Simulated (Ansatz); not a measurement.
System: CF2 (charge +1, doublet). SMILES of the parent species: F[C]F
Geometry from a B3LYP-D3(BJ)/def2-TZVP (Ansatz, an electronic-structure program) optimisation:
```xyz
3

F     -1.0698    -0.2022     0.0322
C     -0.0240     0.4240    -0.0026
F      1.0859    -0.0804    -0.0305
```
Charge +1, spin multiplicity 2.

Parts of the frozen-core correlation energy in cc-pVDZ (Ansatz, hartree). Frozen orbitals: 3; correlated occupied orbitals by spin: 9 and 8; virtual: 30 and 31. UHF or UKS for open shells. No spin-orbit coupling. No relativistic terms.

| term | value |
|---|---|
| reference (HF) | -236.29600 |
| MP2 opposite-spin | (withheld) |
| MP2 same-spin | -0.13078 |
| CCSD correlation | (withheld) |
| (T) | (withheld) |
| CCSDT minus CCSD(T) | -0.00087 |
| T1 diagnostic | 0.022 |
| largest doubles amplitude | 0.046 |
| <S^2> of the reference | 0.756 |

### Question
What belongs in the gaps?

### Answer

- MP2 opposite-spin, value: -0.33551
- CCSD correlation, value: -0.47358
- (T), value: -0.01293
